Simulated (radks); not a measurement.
Charge is removed step by step from the 4s down level of Mn, starting from [Ar] 3d5 4s(up 1, down 1). Calculated with a radial shooting solver on a logarithmic mesh with Libxc functionals: scalar-relativistic Kohn-Sham, PBE, spin-polarised, spherical densities, point nucleus; open shells are filled with parallel spins first.

| removed (e) | E - E(0) (eV) | eigenvalue (eV) |
|---|---|---|
| 0 | 0.000 | -4.464 |
| 0.1 | 0.474 | -5.011 |
| 0.2 | 1.002 | -5.563 |
| 0.3 | 1.586 | -6.118 |
| 0.4 | 2.226 | -6.676 |
| 0.5 | 2.921 | -7.237 |
| 0.6 | 3.673 | -7.802 |
| 0.7 | 4.482 | -8.373 |
| 0.8 | 5.348 | -8.949 |
| 0.9 | 6.271 | -9.505 |

The mean slope of the eigenvalue, de/dn, is 5.60 eV per electron.
